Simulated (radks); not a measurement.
Results of a calculation; reference values are marked as such.
Ionisation of the magnesium ion Mg+, [Ne] 3s1, to Mg2+, [Ne], under several functionals. Scalar-relativistic Kohn-Sham, spin-polarised, spherical densities, point nucleus; open shells are filled with parallel spins first; a radial shooting solver on a logarithmic mesh with Libxc functionals.

functional                                      E(Mg+) (hartree)  Exc (hartree)  IE (eV)  -e(HOMO) (eV)  <r> HOMO (bohr)  IE error (eV)
LDA (Slater exchange, Perdew-Wang correlation)        -199.17190      -15.30027   15.374         12.000            2.749         +0.338
RPBE                                                  -200.10907      -16.27678   15.329         11.869            2.783         +0.294
LDA (Slater exchange, VWN5 correlation)               -199.17620      -15.30475   15.377         12.002            2.749         +0.341
Wu-Cohen GGA                                          -199.80834      -15.96697   15.220         11.914            2.763         +0.185
exchange-only LDA                                     -198.33059      -14.43612   14.717         11.374            2.794         -0.319
B86b exchange with PBE correlation                    -200.10619      -16.27388   15.379         11.950            2.763         +0.343
OLYP                                                  -200.12667      -16.31139   15.264         11.710            2.782         +0.229

NIST Atomic Spectra Database: 15.035 eV (measured). Closest: Wu-Cohen GGA. The Delta-SCF values span 0.66 eV, the total energies 1.80 hartree. The highest occupied level is 3s.
